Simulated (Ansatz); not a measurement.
One geometry of the cluster NbTe₂, several levels of theory.

```yaml
crystal:
  periodic: [false, false, false]
  atoms:
    - {symbol: Nb, position_ang: [1.493856, 0.265888, -0.001048]}
    - {symbol: Te, position_ang: [-0.984392, 1.201675, 0.116891]}
    - {symbol: Te, position_ang: [-0.509464, -1.467562, -0.115844]}
basis:
  gaussian: {orbitals: def2-SVP, initial_orbitals: start.molden}
magnetization: {spin_polarized: true, initial_magnetization: 1}
correlation: {method: ccsd_t}
scf: {omitted_lower_state_checks: [starts, cluster_reference]}
output: {orbitals: {seedname: orbitals}}
```

The file start.molden holds the orbitals of an earlier run on this structure, at another level or in another basis.

```sh
$ ansatz run in.yaml --threads 2 --pin off --events-out ev --progress --plain --max-ram 4352MiB
```

Shortened log:

```
Functional definition: HF
993 factors; integrals over basis functions are off by at most 2.1e-4 eV
mean field evaluation 1: about -16063.0107 eV, gradient 2.2e1 eV
mean field evaluation 2: about -16063.9162 eV, gradient 1.6e0 eV
mean field evaluation 4: about -16064.4047 eV, gradient 1.2e0 eV
mean field evaluation 8: about -16064.4236 eV, gradient 7.4e-2 eV
mean field evaluation 16: about -16064.4237 eV, gradient 3.8e-5 eV
mean field -16064.42367620 eV, -590.3566812428 hartree, gradient 1.9e-7 eV, S^2 1.751032; 0 other end points of the search recorded, 0 dependent functions left out
8 core orbitals not correlated: weight in the atoms' cores, before any rotation towards them, 1.000 or more for the frozen orbitals, at most 0.000 for the correlated occupied ones
reference -16064.42367620 eV, -590.3566812428 hartree; 23, 22 occupied and 52, 53 virtual orbitals, 993 factors
second order -12.37730341 eV of doubles, -0.00000000 eV of singles
cycle   1  -12.15745119 eV  change    2.2e-1 eV  update   2.0e-1
cycle   2  -12.66543694 eV  change   -5.1e-1 eV  update   8.7e-2
cycle   3  -12.89632860 eV  change   -2.3e-1 eV  update   7.1e-2
cycle   4  -12.95338697 eV  change   -5.7e-2 eV  update   3.9e-2
cycle   5  -12.97578758 eV  change   -2.2e-2 eV  update   2.5e-2
cycle   6  -13.00988164 eV  change   -3.4e-2 eV  update   1.7e-2
cycle   7  -13.03847650 eV  change   -2.9e-2 eV  update   1.1e-2
cycle   8  -13.04447890 eV  change   -6.0e-3 eV  update   7.1e-3
cycle   9  -13.04873744 eV  change   -4.3e-3 eV  update   4.6e-3
cycle  10  -13.04797387 eV  change    7.6e-4 eV  update   3.1e-3
cycle  11  -13.04910295 eV  change   -1.1e-3 eV  update   2.3e-3
cycle  12  -13.05112739 eV  change   -2.0e-3 eV  update   1.7e-3
cycle  13  -13.05101246 eV  change    1.1e-4 eV  update   1.4e-3
cycle  14  -13.05082484 eV  change    1.9e-4 eV  update   1.1e-3
cycle  15  -13.05016356 eV  change    6.6e-4 eV  update   8.6e-4
cycle  16  -13.05014945 eV  change    1.4e-5 eV  update   6.7e-4
cycle  17  -13.05031351 eV  change   -1.6e-4 eV  update   5.2e-4
cycle  18  -13.05039132 eV  change   -7.8e-5 eV  update   4.2e-4
cycle  19  -13.05025632 eV  change    1.3e-4 eV  update   3.3e-4
cycle  20  -13.05024790 eV  change    8.4e-6 eV  update   2.2e-4
cycle  21  -13.05025363 eV  change   -5.7e-6 eV  update   1.4e-4
cycle  22  -13.05039489 eV  change   -1.4e-4 eV  update   9.3e-5
cycle  23  -13.05044367 eV  change   -4.9e-5 eV  update   6.7e-5
cycle  24  -13.05049838 eV  change   -5.5e-5 eV  update   5.1e-5
cycle  25  -13.05051732 eV  change   -1.9e-5 eV  update   4.0e-5
perturbative correction -0.79314901 eV, -0.0291476886 hartree
WARN: the results are in doubt because among natural orbitals the method converges to other amplitudes
Total energy: -16078.26734253 eV, -590.8654265968 hartree
In doubt: among natural orbitals the method converges to other amplitudes
Checks for a lower state left out: starts, cluster_reference
```

Run time 29 s (2 threads of Arm Neoverse V1 on a shared host), peak host memory 0.61 GiB.

Geometry: PBE0-D4/def2-TZVP.

In the def2 sets Nb, Te take a core potential; there is no spin–orbit coupling. Correlated methods freeze 8 core orbitals; core or outer-core shells of Nb, Te are correlated, in sets that lack core-valence functions. The program marks the result for the charge 0 doublet as doubtful (other amplitudes). T1 of the charge 0 doublet is large (up to 0.050), so the single-reference result is doubtful. The charge 0 doublet is spin-contaminated (final ⟨S²⟩ up to 1.75, 0.75 for a pure state). At PBE0-D4/def2-TZVP a quartet of charge 0 lies 0.58 eV below the doublet, each at its own geometry. The structure comes from a short search, and lower isomers may exist.
